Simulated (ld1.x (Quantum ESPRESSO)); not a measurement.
Ranking TM potentials for Cl (Z = 17)

All share these settings but for the change named:

* Element: chlorine (Cl)
* Generator: ld1.x (Quantum ESPRESSO) 7.5
* Type: norm-conserving Troullier–Martins (Kleinman–Bylander form)
* Functional: LDA (PZ)
* Relativity: non-relativistic
* Frozen core: [Ne]
* Valence charge: 7
* Reference configuration: 3s2 3p5
* Partial waves: 3p (bound): rc 1.40 bohr; 3d channel at 0.45 Ry: rc 1.45 bohr; 3s (bound): rc 0.95 bohr
* Local potential: the s channel
* Core correction: a·sin(br)/r model core inside 0.50 bohr

Cutoff: the first of the cutoffs (Ry, on a coarse ladder) from which the occupation-weighted sum of valence levels, in a spherical-Bessel basis at the reference potential, stays within 10 and 1 mRy of its value at 400 Ry; the density cutoff is not measured.

The base gives 140 Ry.

Of 5 variants that were run, those that failed, showed a ghost or another fault, or gave nearly equal values are left out.

(1) Rank these variants from softest to hardest (loose cutoff).
A. all radii but the core radius scaled by about 0.89 (s 0.84, p 1.24, d 1.30 bohr)
B. all radii but the core radius scaled by about 1.24 (s 1.18, p 1.74, d 1.80 bohr)
C. all radii but the core radius scaled by about 1.16 (s 1.10, p 1.62, d 1.68 bohr)

Answers

(1) B (50 Ry), C (60 Ry), A (260 Ry).
